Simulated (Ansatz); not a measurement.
Input for Ansatz (development build ahead of 0.2.0):

```yaml
crystal:
  periodic: [false, false, false]
  atoms:
    - { symbol: Mn, position_ang: [0.0, 0.0, 0.0] }
    - { symbol: Si, position_ang: [0.0, 0.0, 2.3] }
basis:
  gaussian: { orbitals: pcseg-2 }
magnetization:
  spin_polarized: true
  initial_magnetization: 5
hamiltonian:
  xc: r2scan
```

The input is written out in the form of the current development build from the run's settings.

Results

```json
{
  "Converged": "yes",
  "Total energy": "-1440.37862 hartree",
  "Spin squared of the determinant": "9.624",
  "Stability test": "minimum"
}
```

Caution: another spin multiplicity may lie lower; the unrestricted determinant is a mixture of spin states.
